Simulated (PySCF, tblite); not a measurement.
Bond stretch in SMILES C=N. The C1–N4 bond (C1 also carries H, H; N4 carries H) is pulled apart rigidly from the PBE0/def2-TZVP optimised geometry.

- GFN2-xTB, 300 K electronic temperature (tblite)
- UCCSD(T) = CCSD(T) on UHF/cc-pVDZ, 2 core orbitals frozen (PySCF)

Energies relative to the lowest point of each curve near equilibrium, in mEh; the last columns give the difference from UCCSD(T):

```json
[
 {"R / Å": "1.00", "GFN2-xTB": "161.4", "UCCSD(T)": "196.5", "GFN2-xTB − UCCSD(T)": "-35.1"},
 {"R / Å": "1.08", "GFN2-xTB": "61.7", "UCCSD(T)": "84.1", "GFN2-xTB − UCCSD(T)": "-22.4"},
 {"R / Å": "1.13", "GFN2-xTB": "27.6", "UCCSD(T)": "42.9", "GFN2-xTB − UCCSD(T)": "-15.3"},
 {"R / Å": "1.18", "GFN2-xTB": "8.6", "UCCSD(T)": "17.5", "GFN2-xTB − UCCSD(T)": "-8.9"},
 {"R / Å": "1.23", "GFN2-xTB": "0.7", "UCCSD(T)": "4.0", "GFN2-xTB − UCCSD(T)": "-3.4"},
 {"R / Å": "1.26", "GFN2-xTB": "0.0", "UCCSD(T)": "0.4", "GFN2-xTB − UCCSD(T)": "-0.4"},
 {"R / Å": "1.30", "GFN2-xTB": "2.8", "UCCSD(T)": "0.0", "GFN2-xTB − UCCSD(T)": "2.8"},
 {"R / Å": "1.34", "GFN2-xTB": "9.0", "UCCSD(T)": "3.4", "GFN2-xTB − UCCSD(T)": "5.5"},
 {"R / Å": "1.40", "GFN2-xTB": "22.7", "UCCSD(T)": "13.8", "GFN2-xTB − UCCSD(T)": "8.9"},
 {"R / Å": "1.48", "GFN2-xTB": "46.5", "UCCSD(T)": "33.9", "GFN2-xTB − UCCSD(T)": "12.6"},
 {"R / Å": "1.58", "GFN2-xTB": "80.7", "UCCSD(T)": "64.4", "GFN2-xTB − UCCSD(T)": "16.3"},
 {"R / Å": "1.69", "GFN2-xTB": "119.7", "UCCSD(T)": "99.8", "GFN2-xTB − UCCSD(T)": "19.9"},
 {"R / Å": "1.89", "GFN2-xTB": "186.2", "UCCSD(T)": "157.0", "GFN2-xTB − UCCSD(T)": "29.2"},
 {"R / Å": "2.07", "GFN2-xTB": "236.7", "UCCSD(T)": "194.4", "GFN2-xTB − UCCSD(T)": "42.3"},
 {"R / Å": "2.26", "GFN2-xTB": "279.6", "UCCSD(T)": "220.3", "GFN2-xTB − UCCSD(T)": "59.4"},
 {"R / Å": "2.55", "GFN2-xTB": "326.5", "UCCSD(T)": "237.9", "GFN2-xTB − UCCSD(T)": "88.6"},
 {"R / Å": "2.74", "GFN2-xTB": "346.5", "UCCSD(T)": "241.8", "GFN2-xTB − UCCSD(T)": "104.7"},
 {"R / Å": "3.08", "GFN2-xTB": "359.3", "UCCSD(T)": "244.2", "GFN2-xTB − UCCSD(T)": "115.1"},
 {"R / Å": "3.41", "GFN2-xTB": "361.8", "UCCSD(T)": "245.1", "GFN2-xTB − UCCSD(T)": "116.8"},
 {"R / Å": "3.75", "GFN2-xTB": "362.7", "UCCSD(T)": "245.5", "GFN2-xTB − UCCSD(T)": "117.2"},
 {"R / Å": "4.40", "GFN2-xTB": "362.8", "UCCSD(T)": "245.8", "GFN2-xTB − UCCSD(T)": "117.0"}
]
```

GFN2-xTB is furthest from UCCSD(T) at 3.75 (117.2 mEh, above); its mean absolute difference over the points is 44.9 mEh.

The unrestricted determinant behind UCCSD(T) is spin-contaminated at 1.30 to 4.40 Å (<S²> up to 2.0, against 0.00 for a pure singlet).
